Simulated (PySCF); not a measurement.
Ligand exchange on a metal centre used in film growth or etching (Hf F-OH). Isolated molecules, 0 K electronic values unless said otherwise. One relaxed conformer stands for each flexible species; it need not be the lowest. In the def2 sets, heavy atoms carry core potentials. All members: neutral, multiplicity 1. Level: B3LYP-D3(BJ)/def2-TZVP // BP86-D3(BJ)/def2-SVP (PySCF), beside PBE-D3(BJ)/def2-TZVP // BP86-D3(BJ)/def2-SVP (PySCF) at the same geometries. B3LYP has the VWN-RPA correlation part, as in Gaussian. 

| species | HOMO–LUMO gap, PBE (eV) | HOMO–LUMO gap, B3LYP-D3(BJ) (eV) |
|---|---|---|
| [Hf(OH)4] | 6.09 | withheld |
| [Hf(F)(OH)3] | 6.29 | 8.10 |
| [Hf(F)2(OH)2] | 6.69 | 8.51 |
| [Hf(F)3(OH)] | 7.07 | 8.92 |
| [Hf(F)4] | 8.37 | 10.50 |

Task: Fit y = a + b·x, y being the HOMO–LUMO gap at the first level, to the 4 complete rows by least squares, with x = the PBE value in eV. Give a, b and the rms residual, and predict the withheld value.

Result: Means of the 4 rows: x̄ = 7.105, ȳ = 9.0075 eV. Σ(x − x̄)² = 2.4379 and Σ(x − x̄)(y − ȳ) = 2.8371, so b = 1.164 and a = ȳ − b·x̄ = 0.737 eV. The rms residual is 0.034 eV. At x = 6.09 the line gives 7.83 eV, outside the range of the fitted rows. The run for [Hf(OH)4] gave 7.89 eV, so the line is off by 0.06 eV, within twice the rms residual.

Codes: PySCF.
